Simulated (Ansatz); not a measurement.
## How methods differ on [GeH5]− (SMILES [H][Ge-]([H])([H])([H])[H])

The species is [GeH5]− (6 atoms), meant as a singlet with charge -1. As SMILES, `[H][Ge-]([H])([H])([H])[H]`. Geometry: a GFN2-xTB relaxation, a rough one for these elements and not checked as a minimum.

```xyz
6

Ge    0.0002   -0.0010    0.0066
H    -0.0235   -0.0057    1.7687
H     0.0220    0.0095   -1.7749
H     1.5149    0.0110    0.0157
H    -0.7670    1.3041    0.0001
H    -0.7465   -1.3178   -0.0161
```

Quantity: the energy change with the Ge1–H6 bond stretched from 1.514 to 3.785 Å, in eV. The values are calculated.

```json
{"level": "HF/STO-3G (restricted)", "kind": "Hartree–Fock", "program": "Ansatz", "value (eV)": "6.88", "less FCI/STO-3G": "+2.76", "CPU time (all runs)": "0.19 s"}
{"level": "BLYP/STO-3G (restricted)", "kind": "GGA", "program": "Ansatz", "value (eV)": "3.76", "less FCI/STO-3G": "-0.36", "CPU time (all runs)": "2.1 s"}
{"level": "BHLYP/STO-3G (restricted)", "kind": "global hybrid", "program": "Ansatz", "value (eV)": "5.73", "less FCI/STO-3G": "+1.61", "CPU time (all runs)": "1.9 s"}
{"level": "PBE0/STO-3G (restricted)", "kind": "global hybrid", "program": "Ansatz", "value (eV)": "4.90", "less FCI/STO-3G": "+0.78", "CPU time (all runs)": "2 s"}
{"level": "r2SCAN0/STO-3G (restricted)", "kind": "hybrid meta-GGA", "program": "Ansatz", "value (eV)": "5.17", "less FCI/STO-3G": "+1.05", "CPU time (all runs)": "4.5 s"}
{"level": "CAM-B3LYP/STO-3G (restricted)", "kind": "range-separated hybrid", "program": "Ansatz", "value (eV)": "5.34", "less FCI/STO-3G": "+1.22", "CPU time (all runs)": "2.2 s"}
{"level": "RPA@PBE/STO-3G (restricted)", "kind": "RPA", "program": "Ansatz", "value (eV)": "3.41", "less FCI/STO-3G": "-0.71", "CPU time (all runs)": "4.1 s"}
{"level": "CCSDTQ/STO-3G (restricted)", "kind": "coupled cluster or CI", "program": "Ansatz", "value (eV)": "4.12", "less FCI/STO-3G": "0.00", "CPU time (all runs)": "18 s"}
{"level": "FCI/STO-3G", "kind": "exact in the basis", "program": "Ansatz", "value (eV)": "4.12", "less FCI/STO-3G": "0.00", "CPU time (all runs)": "4.2 s"}
```

FCI/STO-3G is exact within its basis and frozen core, so for wave-function methods in that basis the difference is their error; functionals converge differently with the basis, so for them it is only a difference. A spin-restricted reference rises too steeply as a bond breaks; here HF/STO-3G, BHLYP/STO-3G, PBE0/STO-3G, r2SCAN0/STO-3G, CAM-B3LYP/STO-3G lie well above the multireference or unrestricted value. All-electron rows without a relativistic Hamiltonian named are non-relativistic. Sets without diffuse functions describe the anion poorly. The first shape isn't each level's own minimum. The values span 3.41 to 6.88 eV. All rows use very small basis sets, so none should be taken for the real molecule's value. In the correlated wave-function rows the outer d shell of Ge is correlated, in sets not made for it. In so small a basis fixed costs decide the times, and correlated methods can beat functionals. CPU times are rough (shared hosts, several kinds of processor and program).
